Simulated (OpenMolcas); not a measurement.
# Ge²⁺: effect of the basis set

- Program: OpenMolcas 26.06
- Method: SS-CASPT2, IPEA 0.25 Eh, imaginary shift 0.1 Eh (closed shells correlated: 3d)
- Active space: 2 electrons in 4 orbitals (4s 4p)
- State averaging: 2S+1 = 3 even, 3 roots; 2S+1 = 1 even, 7 roots; 2S+1 = 3 odd, 3 roots; 2S+1 = 1 odd, 3 roots
- Spin-orbit coupling: state interaction with AMFI integrals over the reference wave functions, term energies averaged over their components

A. ANO-RCC-VDZP [5s4p2d], DKH2, point nucleus; CASPT2 step roughly 1.8 core-seconds
B. ANO-R1 [5s4p3d1f], X2C, finite nucleus; CASPT2 step of the order of 1.3 core-seconds
C. ANO-RCC-VTZP [6s5p3d1f], DKH2, point nucleus; CASPT2 step of the order of 1.2 core-seconds
D. ANO-RCC-VQZP [7s6p4d2f1g], DKH2, point nucleus; CASPT2 step of the order of 3 core-seconds
E. ANO-R2 [6s5p4d3f1g], X2C, finite nucleus; CASPT2 step roughly 4 core-seconds
F. ANO-R3 [7s6p5d4f2g], X2C, finite nucleus; CASPT2 step about 6 core-seconds

Energies in cm⁻¹ above 4s² ¹S₀, the measured ground level; measured values from Sugar and Musgrove, J. Phys. Chem. Ref. Data 22, 1213 (1993).

| Level | A | B | C | D | E | F | Measured |
| --- | --- | --- | --- | --- | --- | --- | --- |
| 4s² ¹S₀ | 0.0 | 0.0 | 0.0 | 0.0 | 0.0 | 0.0 | 0.0 |
| 4s 4p ³P°₀ | 59501 | 59133 | 60290 | 60599 | 60305 | 60660 | 61734 |
| 4s 4p ³P°₁ | 60272 | 59883 | 60945 | 61261 | 60957 | 61321 | 62500 |
| 4s 4p ³P°₂ | 61884 | 61464 | 62319 | 62656 | 62329 | 62712 | 64144 |
| 4s 4p ¹P°₁ | 97441 | 92535 | 93266 | 92080 | 91682 | 91646 | 91873 |
| 4p² ³P₀ | 146578 | 143359 | 146689 | 146971 | 145897 | 146962 | 147685 |
| 4p² ³P₁ | 147475 | 144252 | 147459 | 147763 | 146673 | 147757 | 148640 |
| 4p² ³P₂ | 148860 | 145404 | 148500 | 148694 | 147552 | 148565 | 150372 |
| 4p² ¹D₂ | 157027 | 148903 | 151963 | 151299 | 149968 | 150769 | 144975 |
| 4p² ¹S₀ | 178733 | 171384 | 174557 | 173093 | 171789 | 172045 | 174114 |

Deviations, from unrounded energies. A percentage is the sum of absolute deviations over the sum of measured energies, with the sign that they share, or ± where signs differ.

```csv
Against measurement,Levels,A,B,C,D,E,F
mean absolute deviation (cm-1),9,3600,3200,2000,1600,2100,1700
other configurations (%),9,±3.1,±2.8,±1.7,±1.4,±1.8,±1.5
```

D, F lie about equally close to measurement and A furthest from it. The largest miss of D in the table is 4p² ¹D₂, by +6300 cm-1. The ranking rests on the paired levels alone, and a cruder setting can come out closer through cancelling errors.

Among A to F the level of the table that moves most is 4p² ¹D₂, by 8100 cm-1 (lowest in B, highest in A).

Over all roots computed the reference weight is 0.91 to 0.96 in D, 0.91 to 0.96 in E, 0.90 to 0.96 in F; the roots of lowest weight are the least certain, and an intruder state may touch them. The ¹D term of p² mixes with s d, which this space lacks. Some levels mix across a computed gap that differs much from the measured one, so their mixing is not that of the real levels (holds for B; C; D; E; F). Measured partners are found by configuration, term and J. A level has none where our copy of the source lacks it or the pairing is in doubt (some pairs that miss far off the trend of their configuration count as doubtful), and it then counts in no deviation. Only configurations of the active space appear.

° marks odd parity.
